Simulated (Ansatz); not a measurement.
C$_{2}$H$_{5}$Cl$_{3}$OSi, SMILES `CCO[Si](Cl)(Cl)Cl`. The species carries charge 0 and has multiplicity 1.

```xyz
12

C     0.456    1.559   -1.106
C     0.357    0.671    0.106
O    -0.328   -0.527   -0.257
Si   -0.663   -1.762    0.716
Cl    1.038   -2.567    1.485
Cl   -1.641   -3.146   -0.380
Cl   -1.828   -1.168    2.274
H     1.007    1.060   -1.905
H     0.979    2.483   -0.849
H    -0.537    1.815   -1.478
H    -0.193    1.168    0.911
H     1.352    0.413    0.484
```

(1) What are the harmonic wavenumbers in cm⁻¹ at PBE0-D4/def2-TZVP (Ansatz, finite differences of forces, unscaled)? (Best estimate.)

(2) Is this a minimum?

(3) Give the ideal-gas thermochemistry at 298.15 K and 1 bar (rigid rotor, harmonic oscillator; point group Cs, symmetry number 1).

Answers

(1) Ansatz gave: 27, 60, 86, 163, 165, 205, 247, 296, 300, 360, 486, 607, 636, 800, 813, 1003, 1126, 1150, 1177, 1317, 1395, 1424, 1475, 1492, 1514, 3038, 3060, 3079, 3140, 3146.

(2) Yes, all 30 modes are real.

(3) Zero-point energy 202.1 kJ/mol; H(298) − E = 229.7 kJ/mol; entropy 423.1 J/(mol·K), of which translation 173.6, rotation 126.8, vibration 122.7; G(298) − E = 103.6 kJ/mol. Modes under 100 cm⁻¹ are hindered rotations or soft bends, so the harmonic entropy is rough.
